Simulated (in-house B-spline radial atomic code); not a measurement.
Configurations of Rh6+, with energies counted from [Kr] 4d3. Computed with an all-electron radial atomic-structure program (B-spline basis): non-relativistic LC-wPBE, spin-polarised, spherical fractional occupations, point nucleus. Shells without spins written out take the highest spin.

Caution: exact exchange at fractional occupations of open shells leaves self-interaction of up to several eV.

Occupations are held fixed; configurations that lie above the ionisation limit could autoionise.

```csv
configuration,E - E(ref) (eV),highest orbital,its <r> (bohr)
[Kr] 4d2 5d1,54.624,5d up,2.741
[Ar] 3d10 4s2 4p5 4d3 4f1,98.616,4f up,1.724
[Ar] 3d9 4s2 4p6 4d4,320.78,4d up,1.158
"[Ar] 3d(4 up, 5 down) 4s2 4p6 4d(3 up, 0 down) 5s(0 up, 1 down)",355.47,5s down,2.059
[Ar] 3d9 4s2 4p6 4d3 4f1,376.16,4f up,1.676
[Ar] 3d9 4s2 4p6 4d3 5d1,380.98,5d up,2.681
[Ar] 3d9 4s2 4p6 4d3 5f1,395.66,5f up,3.562
```

Problem. Order these further configurations by energy, lowest first.
A. [Kr] 4d(2 up, 0 down) 5s(1 up, 0 down)
B. [Kr] 4d2 5p1
C. [Kr] 4d(1 up, 2 down)
D. [Ar] 3d(4 up, 5 down) 4s2 4p6 4d(0 up, 3 down) 5p(1 up, 0 down)
E. [Kr] 4d2 4f1

Solution. C (6.2948 eV), A (27.636 eV), B (39.651 eV), E (50.653 eV), D (366.76 eV).

Problem. How far above the reference does [Ar] 3d9 4s2 4p6 4d3 5p1 lie?

Solution. 365.75 eV; its least bound orbital is 5p up with <r> = 2.225 bohr.

Problem. How far above the reference does [Ar] 3d10 4s2 4p(2 up, 3 down) 4d(2 up, 1 down) 5d(0 up, 1 down) lie?

Solution. 112.88 eV; its least bound orbital is 5d down with <r> = 2.74 bohr.

Problem. How far above the reference does [Kr] 4d2 5f1 lie?

Solution. 69.063 eV; its least bound orbital is 5f up with <r> = 3.645 bohr.
